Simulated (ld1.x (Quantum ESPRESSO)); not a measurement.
## silicon: variants of one RRKJ potential

Base potential:

ld1.x (Quantum ESPRESSO) 7.5 input, shortened:

```
&input
   title='Si', zed=14., rel=1, dft='PBE', iswitch=3,
   config='[Ne] 3s2 3p2'
 /
 &inputp
   pseudotype=2, tm=.false., rho0=0.005, lloc=0,
   nlcc=.true., rcore=0.30
 /
2
2P  2  1   6.00   0.00  0.95  0.95  0.0
2S  1  0   2.00   0.00  0.50  0.50  0.0
 &test
   configts(1)='2s2 2p6 3s2 3p2'
 /
```

Occupied shells without a wave of their own: 3p, 3s. They enter only through the test configuration that unscreens the potential, and ld1.x also counts them in the model core charge.

Cutoffs, loose and tight: the cutoffs (Ry, on a coarse ladder) from which the occupation-weighted sum of valence levels, in a spherical-Bessel basis at the reference potential, stays within 10 and 1 mRy of its value at 400 Ry. They do not see the model core or the augmentation charge, which bear on the density cutoff. Test errors are all-electron minus pseudo excitation energies from the reference, over the configurations 2s2 2p6 3s2 3p1; 2s2 2p6 3s2 3p0; 2s2 2p6 3s1 3p0; 2s2 2p6 3s0 3p4; 2s2 2p6 3s0 3p0; 2s2 2p5 3s2 3p2; 2s2 2p6 3s1 3p2. A dash means not determined; rows that change the core or the reference have their own tests.

With those shells counted twice in exchange and correlation these files are broken, and their errors move erratically; no question is asked of them.

Cutoffs are not given where the Bessel-basis levels miss the radial ones by over 6 mRy, ghosts where they miss by over 20 mRy; a channel whose overlap is not positive is not tested.

| change | outcome | cutoff, loose | cutoff, tight | bound ghosts | largest test error (meV) |
| --- | --- | --- | --- | --- | --- |
| base | generated, misses its reference levels by 0.17 eV | – | – | none | -2199 |
| wave 2s (bound): rc 0.50 bohr becomes 2s (bound): rc 0.32 bohr | generated, misses its reference levels by 0.18 eV | – | – | not determined | -2177 |
| wave 2s (bound): rc 0.50 bohr becomes 2s (bound): rc 0.40 bohr | generated, misses its reference levels by 0.18 eV | – | – | none | -2130 |
| wave 2s (bound): rc 0.50 bohr becomes 2s (bound): rc 0.44 bohr | generated, misses its reference levels by 0.18 eV | – | – | none | -2138 |
| wave 2s (bound): rc 0.50 bohr becomes 2s (bound): rc 0.56 bohr | generated, misses its reference levels by 0.17 eV | over 300 Ry | over 300 Ry | none | -2317 |
| wave 2s (bound): rc 0.50 bohr becomes 2s (bound): rc 0.64 bohr | generated, misses its reference levels by 0.16 eV | 300 Ry | over 300 Ry | none | -2693 |
| wave 2s (bound): rc 0.50 bohr becomes 2s (bound): rc 0.68 bohr | generated, misses its reference levels by 0.17 eV | 230 Ry | over 300 Ry | none | -2891 |
| wave 2s (bound): rc 0.50 bohr becomes 2s (bound): rc 0.76 bohr | generated, misses its reference levels by 0.29 eV | 160 Ry | 300 Ry | none | -3582 |

Reading the sweep of the s radius (base included, trends over the rows without a ghost): The median size of the test errors (rows with all tests solved) rises from 208.8 meV at 0.4 to 445.7 meV at 0.76 bohr. More of the atom is replaced by a form fitted at one configuration, so other configurations suffer as the radius grows.
